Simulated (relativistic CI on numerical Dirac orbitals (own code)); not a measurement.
# Ni6+: q coefficients and field-shift factors

Method of calculation: Dirac-Coulomb-Breit CI, separate exchange-only KLI orbitals for each configuration, derivatives by finite differences, unscaled Slater integrals, QED left out (own radial code, finite nucleus).

Configuration list (outside the closed core [Ne]): 3s²3p⁶3d⁴, 3s²3p⁵3d⁵, 3s²3p⁶3d³4s, 3s²3p⁶3d³4p, 3s3p⁶3d⁵, 3s²3p⁶3d³4d, 3s²3p⁶3d²4s², 3p⁶3d⁶. Levels of other configurations are missing.

With x = (α/α₀)² − 1 an excitation energy changes as ω = ω₀ + qx; K = 2q/ω₀ is the relative enhancement. Terms are leading LS components, so labels can repeat. The field-shift factor is F = δν/δ⟨r²⟩ for the transition from the lowest level.

Lowest level 3s²3p⁶3d⁴ ⁵D0.

| Level | ω₀ (cm⁻¹) | q (cm⁻¹) | K | F (GHz/fm²) |
| --- | --- | --- | --- | --- |
| 3s²3p⁶3d⁴ ⁵D1 | 266.4 | 305.5 | 2.29 | 0.00148 |
| 3s²3p⁶3d⁴ ⁵D2 | 769.3 | 848.1 | 2.2 | 0.00414 |
| 3s²3p⁶3d⁴ ⁵D3 | 1468.0 | 1551 | 2.11 | 0.00765 |
| 3s²3p⁶3d⁴ ⁵D4 | 2323.2 | 2352 | 2.03 | 0.0117 |
| 3s²3p⁶3d⁴ ³H4 | 34131.6 | 232.9 | 0.0136 | 0.0532 |
| 3s²3p⁶3d⁴ ³P0 | 34392.9 | -1542 | -0.0897 | 0.0286 |
| 3s²3p⁶3d⁴ ³H5 | 34685.4 | 954.9 | 0.0551 | 0.057 |
| 3s²3p⁶3d⁴ ³H6 | 35238.6 | 1559 | 0.0885 | 0.0603 |
| 3s²3p⁶3d⁴ ³P1 | 36086.3 | 322.6 | 0.0179 | 0.038 |
| 3s²3p⁶3d⁴ ³F2 | 37914.8 | 961.2 | 0.0507 | 0.0441 |
| 3s²3p⁶3d⁴ ³F3 | 37947.6 | 751.1 | 0.0396 | 0.0433 |
| 3s²3p⁶3d⁴ ³F4 | 38164.2 | 1034 | 0.0542 | 0.0446 |
| 3s²3p⁶3d⁴ ³P2 | 38745.5 | 2802 | 0.145 | 0.0504 |

At this charge configurations can still be misplaced by up to about 7 % of their energy. Terms inside the open d or f shell come out 10 to 20 % too wide with unscaled integrals.
